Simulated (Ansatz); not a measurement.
Input for Ansatz (a program for electronic structure): R-r2SCAN/def2-TZVPP on ClGeHO (SMILES [OH][Ge][Cl]), a point of a torsion scan.

Ansatz 0.2 input:
```yaml
crystal:
  periodic: [false, false, false]
  atoms:
    - {symbol: O, position_ang: [-0.95397225, 0.19890486, 0.28705209]}
    - {symbol: Ge, position_ang: [0.50207205, 0.99447463, -0.35497658]}
    - {symbol: Cl, position_ang: [1.19119616, 1.75662979, 1.54124443]}
    - {symbol: H, position_ang: [-1.40829156, -0.57587005, -0.03007965]}
basis:
  gaussian:
    orbitals: def2-TZVPP
hamiltonian:
  xc: {name: r2SCAN}
scf: {lower_state_search: off}
```

Task: Predict the final total energy.

Result: -2613.0682 hartree.
